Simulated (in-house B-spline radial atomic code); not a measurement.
Ionising S5+ with different functionals

Computed with a B-spline radial code for spherical atoms: four-component Dirac-Coulomb Hamiltonian, Fermi nucleus of rms radius 3.2611 fm, spin-restricted, spherical fractional occupations for the functionals. The ionisation energy is the difference of two self-consistent energies, [Ne] 3s1 → [He] 2s2 2p6, without Breit or QED terms; ε is the level of the shell that loses the electron (mean over j).

Hybrids are left out here: with spherical fractional occupations of an open shell their exact exchange keeps a self-interaction that integer-occupation calculations don't have.

```
           method  rung  ΔSCF (eV)  -ε(3s) (eV)
         LDA VWN5   LDA      87.94        80.82
 relativistic LDA   LDA          ?            ?
         LDA PW92   LDA      87.94        80.82
LDA exchange-only   LDA      86.58        79.37
              PBE   GGA      88.12        80.61
           PBEsol   GGA      87.63        80.41
             BLYP   GGA      88.48        80.81
             RPBE   GGA      88.11        80.35
             PW91   GGA      88.20        80.68
             BP86   GGA      87.63        80.71
             AM05   GGA          ?            ?
             OLYP   GGA      88.18        80.01
```

Question: What does relativistic LDA give?

Answer: ΔSCF 87.90 eV, and -ε(3s) = 80.79 eV.

Question: What does AM05 give?

Answer: ΔSCF 87.44 eV, and -ε(3s) = 80.34 eV.

Question: How do they compare with the NIST value?

Answer: NIST lists 88.053 eV (measured, ground level to ground level). Errors run from -1.47 to +0.43 eV; RPBE is closest (+0.06 eV), but part of that can be cancellation, since the calculations leave out Breit-QED terms, spin polarisation.
